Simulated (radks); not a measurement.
The numbers below are computed, except where a source is named.
All-electron atom: S2- in [Ar].

Code: a radial shooting solver on a logarithmic mesh with Libxc functionals. Model: scalar-relativistic Kohn-Sham, LDA (Slater exchange, Perdew-Wang correlation), spin-polarised, spherical densities, point nucleus; Watson sphere of charge +2 and radius 4.31 bohr.

Energy parts (eV; the electron-nucleus part includes the sphere):
| part | energy |
|---|---|
| total | -11050.165 |
| kinetic | 10861.986 |
| electron-nucleus | -26346.117 |
| Hartree | 5105.828 |
| exchange-correlation | -671.862 |

Orbitals (lengths in bohr, moments of r in powers of bohr; r(max) is where P^2 peaks):
[
 {"orbital": "1s", "occ.": "2", "eigenvalue (eV)": "-2392.408", "<r^2>": "0.01270", "<r^4>": "0.0004167", "r(max)": "0.06347"},
 {"orbital": "2s", "occ.": "2", "eigenvalue (eV)": "-206.0716", "<r^2>": "0.2756", "<r^4>": "0.1382", "r(max)": "0.3894"},
 {"orbital": "2p", "occ.": "6", "eigenvalue (eV)": "-151.7818", "<r^2>": "0.2462", "<r^4>": "0.1313", "r(max)": "0.3255"},
 {"orbital": "3s", "occ.": "2", "eigenvalue (eV)": "-13.4974", "<r^2>": "3.759", "<r^4>": "26.33", "r(max)": "1.423"},
 {"orbital": "3p", "occ.": "6", "eigenvalue (eV)": "-4.2809", "<r^2>": "8.309", "<r^4>": "156.5", "r(max)": "1.687"}
]

The highest occupied level is 3p at -4.281 eV. The density falls to 0.001 e/bohr^3 at r = 5.03 bohr.
